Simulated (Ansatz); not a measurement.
A set of 12 reactions (ligand exchange), with CCSD(T)/CBS values in kJ/mol:

```csv
reaction,ΔE
`BC[O][Al]([F])[SH]` + `N=CF` → `BN=CF` + `C[O][Al]([F])[SH]`,-109.8
`[NH2][Zn][O][SiH3]` + `O[SiH2][SiH3]` → `[SiH3]O[SiH2][SiH3]` + `[NH2][Zn][OH]`,3.6
`O[SiH2]S` + `[SiH3]S` → `[SiH3]S[SiH2]S` + H₂O,28.2
`[SiH3][SiH2][BH][GeH3]` + NH₃ → `[NH2][GeH3]` + `B[SiH2][SiH3]`,10.9
`CB[SiH](N)N` + `O[SiH2]F` → `CBO[SiH2]F` + `N[SiH2]N`,-171.7
`CB(O)SCO` + CH₃OH → `COB(C)O` + `OCS`,-55.9
`C[SiH2][SbH][SH]` + `CN[SiH3]` → `C[SiH2]N(C)[SiH3]` + `[SH][SbH2]`,-21.5
`C[SiH2]C[SiH2]Cl` + `N[SiH3]` → `C[SiH2]N[SiH3]` + `C[SiH2]Cl`,-55.3
`B[C](=C)[AlH2]` + `O[SiH](O)F` → `BO[SiH](O)F` + `C=[CH][AlH2]`,-111.1
`CC([SiH3])(Cl)Cl` + `OBCl` → `[SiH3]OBCl` + `CC(Cl)Cl`,-95.9
`O[SiH]([SiH3])CCl` + `NC(O)(O)F` → `OC(O)(F)N[SiH3]` + `O[SiH2]CCl`,-46.4
`N#C[O][GaH2]` + NH₃ → `[NH2][GaH2]` + `N#CO`,48.3
```

Computed with Ansatz on PBE0-D4/def2-TZVP structures; ΔE is electronic, products minus reactants. CCSD(T)/CBS is the MP2 limit (def2-TZVPP, def2-QZVPP) plus CCSD(T) − MP2 in def2-TZVPP, frozen cores. This one scheme is used for every species. DFT in def2-TZVPP. B3LYP here is the variant with VWN-RPA as its local correlation; programs differ in this. def2 core potentials past Kr. For Ga, Ge, Sb, Zn outer-core shells are correlated without core-valence functions, which leaves a few kJ/mol of doubt a bond. Scalar relativity is left out up to krypton. Each species was taken in one conformer, which may not be the lowest.

Give the mean, mean absolute and largest difference (level minus CCSD(T)/CBS, kJ/mol) for: PBE-D4, PBE0-D4, B3LYP-D4, ωB97X-V, ωB97M-V, B2PLYP, PBE, B3LYP, MP2/def2-TZVPP, CCSD/def2-TZVPP, CCSD(T)/def2-TZVPP, HF/def2-QZVPP, MP2/def2-QZVPP, SCS-MP2/def2-QZVPP. (Best estimate.)

Computed: 
```
             level  mean  mean absolute  largest
            PBE-D4   6.1            9.7     21.7
           PBE0-D4   4.0            6.0     15.5
          B3LYP-D4  -1.3            3.9    -11.9
           ωB97X-V  -0.1            2.6     -7.5
           ωB97M-V  -1.1            2.9      5.8
            B2PLYP  -2.4            6.1     14.4
               PBE   5.6            8.0     22.0
             B3LYP  -2.0            7.5     20.4
    MP2/def2-TZVPP  -1.7            3.5     -8.3
   CCSD/def2-TZVPP  -1.5            4.7     11.2
CCSD(T)/def2-TZVPP  -0.4            2.4     -6.5
     HF/def2-QZVPP  -8.6           18.1    -32.8
    MP2/def2-QZVPP  -1.7            3.1     -9.0
SCS-MP2/def2-QZVPP  -3.4            5.3    -12.2
```

The largest T1 diagnostic in the set is 0.017, for `[NH2][Zn][OH]` (customary mark 0.02).

CCSD(T)/CBS is a level of theory with its own doubt, and the functionals carry their triple-zeta basis error, so these figures describe this set and don't rank the functionals.
